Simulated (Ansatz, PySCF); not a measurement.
GaCl₃, SMILES [Cl][Ga]([Cl])[Cl]. Atoms are numbered in the order given.

```xyz
4

Ga     0.0001     0.0000     0.0000
Cl    -2.1344     0.0000     0.0000
Cl     1.0672     1.8486     0.0000
Cl     1.0672    -1.8486     0.0000
```

Geometry optimised at B3LYP-D3(BJ)/def2-SVP. The isomer is the one that the SMILES or the coordinates give; other isomers of the formula were not compared.

Two levels are set side by side: PBE-D3(BJ)/def2-SVP (Ansatz, an electronic-structure program) and B3LYP-D3(BJ)/def2-SVP (Ansatz). Each level has its own optimised geometry; the coordinates shown are those of the second. Frequencies come from the Hessian of PySCF at each geometry. Differences are taken from unrounded values.

```csv
quantity,B3LYP-D3(BJ)
mean bond length (Å),2.134
bond Ga1–Cl2 (Å),2.135
bond Ga1–Cl3 (Å),2.134
bond Ga1–Cl4 (Å),2.134
highest harmonic wavenumber (cm⁻¹),464
mean harmonic wavenumber (cm⁻¹),280
zero-point energy (kcal/mol),2.40
```

Question: What does PBE-D3(BJ) give, and how far is it from B3LYP-D3(BJ)? (An estimate is asked for; the answer gives what the named calculation found.)

Answer: 
```csv
quantity,PBE-D3(BJ),PBE-D3(BJ) minus B3LYP-D3(BJ)
mean bond length (Å),2.138,0.004
bond Ga1–Cl2 (Å),2.138,0.004
bond Ga1–Cl3 (Å),2.138,0.004
bond Ga1–Cl4 (Å),2.138,0.004
highest harmonic wavenumber (cm⁻¹),456,-7
mean harmonic wavenumber (cm⁻¹),274,-6
zero-point energy (kcal/mol),2.35,-0.05
```
